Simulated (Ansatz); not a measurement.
CH6AlFSSi (`F[CH]([SiH3])[AlH][SH]`), relaxed with RKS PBE-D4/def2-SVP in Ansatz 0.2.0 from a rough embedded geometry. The force threshold is 0.03 eV/Å; the program also tests the step.

The species carries charge 0 and has multiplicity 1.

Start:

```xyz
11

F     0.732    1.809    0.741
C     0.899    0.635    0.164
Si    0.298   -0.667    1.347
Al   -0.109    0.488   -1.563
S    -2.422    0.751   -1.460
H     1.986    0.495   -0.072
H     0.537   -2.031    0.721
H    -1.074   -0.506    1.614
H     1.139   -0.603    2.614
H     0.594    0.248   -2.893
H    -2.580   -0.619   -1.213
```

| step | energy (eV) | largest force (eV/Å) | largest move (Å) |
| --- | --- | --- | --- |
| 1 | -29133.7667 | 3.583 | 0.000 |
| 2 | -29134.1278 | 1.564 | 0.099 |
| 3 | -29134.2012 | 0.400 | 0.075 |
| 4 | -29134.2128 | 0.133 | 0.080 |
| 5 | -29134.2343 | 0.641 | 0.197 |
| 6 | -29134.2736 | 0.931 | 0.195 |
| 7 | -29134.3363 | 0.731 | 0.200 |
| 8 | -29134.4132 | 0.744 | 0.195 |
| 9 | -29134.4881 | 0.303 | 0.200 |
| 10 | -29134.4994 | 0.358 | 0.087 |
| 11 | -29134.5103 | 0.097 | 0.100 |
| 12 | -29134.5140 | 0.071 | 0.051 |
| 13 | -29134.5160 | 0.059 | 0.051 |
| 14 | -29134.5182 | 0.109 | 0.090 |
| 15 | -29134.5204 | 0.292 | 0.181 |
| 16 | -29134.5270 | 0.222 | 0.071 |
| 17 | -29134.5418 | 0.213 | 0.195 |
| 18 | -29134.5549 | 0.219 | 0.193 |
| 19 | -29134.5669 | 0.252 | 0.195 |
| 20 | -29134.5728 | 0.395 | 0.195 |
| 21 | -29134.5831 | 0.348 | 0.068 |
| 22 | -29134.5957 | 0.137 | 0.108 |
| 23 | -29134.6026 | 0.099 | 0.166 |
| 24 | -29134.6058 | 0.124 | 0.118 |
| 25 | -29134.6076 | 0.079 | 0.027 |
| 26 (rejected) | -29134.6060 | 0.245 | 0.040 |
| 27 | -29134.6088 | 0.011 | 0.019 |
| 28 | -29134.6091 | 0.016 | 0.046 |

End:

```xyz
11

F    -0.355    1.502    0.823
C     0.482    0.545    0.177
Si    0.601   -0.995    1.295
Al   -0.260    0.168   -1.640
S    -2.193    1.130   -2.003
H     1.507    0.981    0.089
H     1.554   -1.969    0.652
H    -0.753   -1.642    1.414
H     1.087   -0.638    2.672
H     0.433   -0.777   -2.719
H    -2.105    1.695   -0.759
```

Hardware: 4 threads of an Arm Neoverse V2 on a shared host. Wall time 34 s, peak host memory 0.19 GiB.
